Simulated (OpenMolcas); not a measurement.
## Pd2+: ligand-field states by method

Pd2+ with 6 ligands (fluoride) in octahedral coordination (Oh) at 2.17 Å. A charge of +0.667 e stands 2.8 Å behind each ligand. Ligand basis ANO-RCC-VDZP.
```
Pd    0.0000    0.0000    0.0000
F     2.1700    0.0000    0.0000
F     0.0000    2.1700    0.0000
F    -2.1700    0.0000    0.0000
F     0.0000   -2.1700    0.0000
F     0.0000    0.0000    2.1700
F     0.0000    0.0000   -2.1700
```

```json
{
 "Program": "OpenMolcas",
 "Basis": "ANO-RCC-VTZP [7s6p4d2f1g]",
 "Scalar Hamiltonian": "DKH2, point nucleus",
 "Active space": "8 electrons in 5 orbitals (4d)",
 "State averaging": "2S+1 = 3 even, 10 roots; 2S+1 = 1 even, 15 roots",
 "Spin-orbit coupling": "RASSI with atomic mean-field integrals over the reference wave functions"
}
```

I. CASSCF
II. SS-CASPT2, IPEA 0.25 Eh, imaginary shift 0.1 Eh (closed shells correlated: 4s 4p and the ligand valence shells)
III. SS-CASPT2, IPEA 0 Eh, imaginary shift 0.1 Eh (closed shells correlated: 4s 4p and the ligand valence shells)

Spin-free states (labels of O, the rotations of Oh) in cm-1, each column counted from its own energy of the first state listed:

| State | Degeneracy | I | II | III |
| --- | --- | --- | --- | --- |
| 3A2 | 1 | 0 | 0 | 0 |
| 3T2 | 3 | 9750 | 11440 | 11720 |
| 1E | 2 | 13829 | 9580 | 9530 |
| 3T1 | 3 | 15907 | 17060 | 16530 |
| 1A1 | 1 | 22888 | 17390 | 16870 |
| 1T2 | 3 | 23319 | 21380 | 21470 |
| 3T1 | 3 | 26950 | 25590 | 24780 |
| 1T1 | 3 | 27637 | 25000 | 25320 |
| 1E | 2 | 35443 | 35320 | 35670 |
| 1T2 | 3 | 35852 | 35430 | 35680 |
| 1A1 | 1 | 59420 | 52810 | 52360 |

From I to II, I's first state of the same spin (3T2) moves from 9750 to 11440 cm-1, by about +1700 cm-1.

From I to II, I's first state of another spin (1E) moves from 13829 to 9580 cm-1, by about -4200 cm-1.

I: A least-squares ligand-field fit to the states below 45000 cm-1, each weighted by its degeneracy and with a free common offset, gives 10Dq = 9914 cm-1, B = 897 cm-1 and C = 3602 cm-1 (C/B = 4.01), with an rms deviation of 65 cm-1. The same method and metal basis give the free ion B = 953 cm-1 (fit to its terms below 60000 cm-1, rms deviation 8 cm-1), so the nephelauxetic ratio is β = 897 / 953 = 0.94; it hangs on how both fits weigh the states, and computed free-ion B values tend to be too large, so β mixes covalency with correlation.

χT at 300 K: I 1.57, II 1.49, III 1.48 cm3 K/mol.

Roots that are degenerate in the reference are averaged as groups; the widest CASPT2 spread within a group is 550 cm-1 (the 3-fold group of multiplicity 3 near 16500 cm-1 above the lowest state of its run, III). Shifts and gaps below about the spread of the groups concerned are not significant. Over all roots computed the reference weight is 0.69 in II, 0.68 to 0.69 in III; a low but even weight reflects the number of correlated electrons. Real 4d8 and 5d8 ions are as a rule square planar and diamagnetic. Ligand-to-metal charge-transfer states are missing. With no ligand orbital active B as a rule stays too high, so bands that hang on it stand too high and its fall with covalency is understated. Without dynamic correlation the repulsion within the d shell is too large (B by tens of per cent), so at a given field states of lower spin stand too high (holds for I). With metal d orbitals alone the field can be off either way by tens of per cent (holds for I). With one d shell and no ligand orbital active, 10Dq can be off by a tenth or more (holds for II; III). Free-ion shares, where given, are those of the reference states; single-state CASPT2 does not remix them (holds for II; III). No measured value stands beside these numbers; the geometry was imposed, not optimised, and the real ion may take another.
